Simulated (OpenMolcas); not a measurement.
# 5s2 5p along the 49-electron sequence

```json
{"Program": "OpenMolcas", "Method": "MS-RASPT2, IPEA 0.25 Eh, imaginary shift 0.1 Eh", "Basis": "ANO-RCC-VQZP", "Scalar Hamiltonian": "DKH2, point nucleus", "Spin-orbit coupling": "state interaction with AMFI integrals over the reference wave functions, term energies averaged over their components"}
```

Active space for each ion: 3 electrons in 9 orbitals (RAS2 5s 5p; RAS3 5d, at most 2 electrons); closed shells correlated by CASPT2: 4d.

Computed levels in cm-1 above 2P* 1/2:

```json
{"Level": "2P* 3/2", "Te3+": "7880", "I4+": "10460", "Xe5+": "13530"}
{"Level": "weight of 2P* in the lowest level (%)", "Te3+": "100", "I4+": "100", "Xe5+": "100"}
```

Measured, with the error of the calculation in %. Measured levels: Te3+ from Moore, Atomic Energy Levels, vol. III, NSRDS-NBS 35 (1971 reprint of NBS Circular 467, 1958); Xe5+ from Saloman, J. Phys. Chem. Ref. Data 33, 765 (2004).

| Level | Te3+ | Xe5+ |
| --- | --- | --- |
| 2P* 3/2 | 9223 (-14.6) | 15599 (-13.3) |

The fine-structure level 2P* 3/2 changes by a factor of 1.72 from Te3+ to Xe5+. Its fourth root runs 9.42, 10.11, 10.79, with steps per unit of Z of 0.69, 0.67; equal steps would mean a (Z - σ)^4 law with constant σ.

Active for correlation alone: 5d; no level in the range computed is led by a configuration that fills it, so any true level of that kind is missing. Computed and measured levels are paired by configuration, term and J; levels that our copy of the source lacks, or whose pairing is in doubt (as where it misses far off the trend of its configuration), stay unpaired and out of the deviations. Only configurations of the active space appear.

* marks odd parity.
